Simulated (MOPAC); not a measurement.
A run for MOPAC: PM7 on CH2O2S (a complex), monomers drawn apart or pushed together.

```
PM7 1SCF PRECISE CHARGE=0 THREADS=1
CH2O2S

O      0.87780738 1    -0.37903569 1    -0.13047217 1
C     -0.00268354 1     0.32793359 1     0.13379475 1
O     -0.88200986 1     1.04496805 1     0.37377867 1
S      0.27221104 1    -1.39857232 1     5.98360250 1
H      0.12774320 1    -0.14851430 1     6.45162414 1
H      1.61221152 1    -1.33341371 1     6.03580970 1
```

The log:

```
*******************************************************************************
 **                                                                           **
 **                              MOPAC v23.2.5                                **
 **                                                                           **
 *******************************************************************************
 ** MOPAC's Digital Object Identifier: https://doi.org/10.5281/zenodo.6511958 **
 **                                                                           **
 ** Please cite the open-source release paper for use of this MOPAC version:  **
 ** J. E. Moussa and J. J. P. Stewart (2026)                                  **
 ** MOPAC: An open-source semiempirical molecular orbital program             **
 ** J. Open Source Softw., 11(119), 8025, https://doi.org/10.21105/joss.08025 **
 *******************************************************************************

                              PM7 CALCULATION RESULTS

 *******************************************************************************
 *  PM7        - The PM7 Hamiltonian to be used
 *
 *
 *
 *                 CHARGE ON SYSTEM = 0
 *
 *
 *
 *  PRECISE    - TIGHTER CRITERIA TO BE USED
 *  1SCF       - DO 1 SCF AND THEN STOP
 *  THREADS=1  - MULTI-THREADING NOT USED
 *  T=         - A TIME OF 172800.0 SECONDS REQUESTED
 *  DUMP=N     - RESTART FILE WRITTEN EVERY 7200.0 SECONDS REQUESTED
 *******************************************************************************
PM7 1SCF PRECISE CHARGE=0 THREADS=1
 CH2O2S

   ATOM   CHEMICAL          X               Y               Z
  NUMBER   SYMBOL      (ANGSTROMS)     (ANGSTROMS)     (ANGSTROMS)

     1       O          0.87780738  *  -0.37903569  *  -0.13047217  *
     2       C         -0.00268354  *   0.32793359  *   0.13379475  *
     3       O         -0.88200986  *   1.04496805  *   0.37377867  *
     4       S          0.27221104  *  -1.39857232  *   5.98360250  *
     5       H          0.12774320  *  -0.14851430  *   6.45162414  *
     6       H          1.61221152  *  -1.33341371  *   6.03580970  *



          CARTESIAN COORDINATES

    NO.       ATOM           X           Y           Z

     1         O          0.8778     -0.3790     -0.1305
     2         C         -0.0027      0.3279      0.1338
     3         O         -0.8820      1.0450      0.3738
     4         S          0.2722     -1.3986      5.9836
     5         H          0.1277     -0.1485      6.4516
     6         H          1.6122     -1.3334      6.0358

 General Reference for PM7:
 "Optimization of Parameters for Semiempirical Methods VI: More Modifications to the
 NDDO Approximations and Re-optimization of Parameters", J. J. P. Stewart, J. Mol. Mod., 1:32, 19 (2013)
 https://link.springer.com/article/10.1007/s00894-012-1667-x

           Empirical Formula: C H2 O2 S  =     6 atoms



      MOLECULAR POINT GROUP   :   Cs


      RHF CALCULATION, NO. OF DOUBLY OCCUPIED LEVELS = 12


 -------------------------------------------------------------------------------
 PM7 1SCF PRECISE CHARGE=0 THREADS=1
 CH2O2S



     1SCF WAS SPECIFIED, SO BFGS WAS NOT USED
     SCF FIELD WAS ACHIEVED


                              PM7 CALCULATION
                                                       MOPAC v23.2.5 Linux




          FINAL HEAT OF FORMATION =        -87.73543 KCAL/MOL =    -367.08503 KJ/MOL


          COSMO AREA              =        127.69 SQUARE ANGSTROMS
          COSMO VOLUME            =         93.74 CUBIC ANGSTROMS

          IONIZATION POTENTIAL    =          9.400057 EV
          HOMO LUMO ENERGIES (EV) =         -9.400 -0.868
          NO. OF FILLED LEVELS    =         12
          MOLECULAR WEIGHT        =         78.0856         POINT GROUP:  Cs

          MOLECULAR DIMENSIONS (Angstroms)

            Atom       Atom       Distance
            H     5    O     1     6.62870
            H     6    O     3     4.03701
            S     4    H     6     0.90193


          SCF CALCULATIONS        =          1





   ATOM   CHEMICAL          X               Y               Z
  NUMBER   SYMBOL      (ANGSTROMS)     (ANGSTROMS)     (ANGSTROMS)

     1       O          0.87780738  *  -0.37903569  *  -0.13047217  *
     2       C         -0.00268354  *   0.32793359  *   0.13379475  *
     3       O         -0.88200986  *   1.04496805  *   0.37377867  *
     4       S          0.27221104  *  -1.39857232  *   5.98360250  *
     5       H          0.12774320  *  -0.14851430  *   6.45162414  *
     6       H          1.61221152  *  -1.33341371  *   6.03580970  *

                             CARTESIAN COORDINATES

   1    O        0.877807380    -0.379035690    -0.130472170
   2    C       -0.002683540     0.327933590     0.133794750
   3    O       -0.882009860     1.044968050     0.373778670
   4    S        0.272211040    -1.398572320     5.983602500
   5    H        0.127743200    -0.148514300     6.451624140
   6    H        1.612211520    -1.333413710     6.035809700


           Empirical Formula: C H2 O2 S  =     6 atoms



      MOLECULAR POINT GROUP   :   Cs


                  EIGENVALUES
 -34.34522 -32.86747 -27.05234 -20.98988 -17.46996 -17.46883 -16.13684 -14.24839
 -12.78044 -12.78005 -11.79029  -9.40006  -0.86773  -0.28887  -0.17537  -0.02217
   0.00515   0.62619   0.62993   1.43138   2.76225   3.33823   4.74252


              NET ATOMIC CHARGES AND DIPOLE CONTRIBUTIONS

  ATOM NO.   TYPE          CHARGE      No. of ELECS.   s-Pop       p-Pop       d-Pop
    1          O          -0.325570        6.3256     1.87161     4.45395
    2          C           0.651199        3.3488     1.10008     2.24872
    3          O          -0.325630        6.3256     1.87162     4.45401
    4          S          -0.327719        6.3277     1.87661     4.30649     0.14462
    5          H           0.163861        0.8361     0.83614
    6          H           0.163858        0.8361     0.83614
 DIPOLE           X         Y         Z       TOTAL
 POINT-CHG.     0.939     1.019     0.447     1.456
 HYBRID         0.218     0.238     0.101     0.338
 SUM            1.158     1.257     0.548     1.795


          ATOMIC ORBITAL ELECTRON POPULATIONS

     Atom    s        px        py        pz      x^2-y^2     xz        z^2       yz        xy
    1  O   1.87161   1.37218   1.46918   1.61259
    2  C   1.10008   0.76897   0.75307   0.72668
    3  O   1.87162   1.37352   1.45991   1.62057
    4  S   1.87661   1.13864   1.27438   1.89346   0.08798   0.00260   0.02655   0.02468   0.00280
    5  H   0.83614
    6  H   0.83614

 **********************
 *                    *
 * JOB ENDED NORMALLY *
 *                    *
 **********************




 == MOPAC DONE ==
```

The run finished.

Cost: roughly 0.04 core-seconds.
